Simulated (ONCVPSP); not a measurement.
Plane-wave convergence, ONCV potential for Ag (Z = 47)

- Element: Ag
- Generator: ONCVPSP 4.0.1
- Type: optimised norm-conserving Vanderbilt (ONCV)
- Functional: PBE
- Relativity: scalar-relativistic
- Frozen core: [Kr]
- Valence charge: 11
- Reference configuration: 4d10 5s1
- Partial waves: 5s: rc 2.60 bohr, ncon 4, nbas 8, qcut 3.1 1/bohr, 2 projectors, debl 3.3 Ha; p scattering state at 0.24 Ha: rc 2.50 bohr, ncon 4, nbas 8, qcut 2.9 1/bohr, 2 projectors, debl 2.2 Ha; 4d: rc 1.80 bohr, ncon 4, nbas 8, qcut 8 1/bohr, 1 projector
- Local potential: polynomial inside 1.20 bohr (lpopt 5, dvloc0 -1 Ha)
- Core correction: Teter function fitted to the true core (icmod 2), fcfact 0.6

Task: For each optimised wave give the share of its norm inside rc, the residual kinetic energy above qcut (Ha) and the cutoffs (Ha) for errors of 10, 1, 0.1 and 0.01 mHa per electron.

Result:

```tsv
wave	norm inside rc	residual KE	10 mHa	1 mHa	0.1 mHa	0.01 mHa
5s	0.372	1.7e-04	2.4	3.8	6.1	22.7
s projector 2	0.153	8.6e-02	8.8	29.4	35.1	42.2
p projector 1	0.122	3.0e-04	0.9	3.3	6.8	25.6
p projector 2	0.164	6.9e-02	6.0	12.1	29.3	35.8
4d	0.776	8.0e-06	20.4	24.9	28.6	31.7
```

The occupied waves need 25 Ha and 29 Ha for 1 and 0.1 mHa. Note: ghosts flagged at negative energy: s at -91.0 eV; GHOST(+) flagged for p at 6.0 eV. A true bound ghost makes a file unfit for plane-wave use. 1 of 4 tests not solved or not reliable.
